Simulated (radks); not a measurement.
The numbers below are computed, except where a source is named.
Question: Code: a radial shooting solver on a logarithmic mesh with Libxc functionals. Model: scalar-relativistic Kohn-Sham, LDA (Slater exchange, VWN5 correlation), spin-unpolarised, spherical densities, finite nucleus; Fermi nuclear charge, rms radius of each element as measured or else 0.836 A^(1/3) + 0.57 fm. Response by self-consistent Sternheimer equations with the Hartree and adiabatic LDA kernel, the relativistic mass of each level held fixed and spin-orbit coupling left out. For heavy and open-shell atoms this level of theory can miss by tens of per cent. Estimate the static dipole polarisabilities of Au+ ([Xe] 4f14 5d10) and Pb4+ ([Xe] 4f14 5d10) and the C6 coefficients of the three pairs.

Answer: alpha = 14.24 and 3.848 bohr^3; C6 = 106.6 (Au+-Au+), 43.79 (Au+-Pb4+), 20.44 (Pb4+-Pb4+) hartree bohr^6.
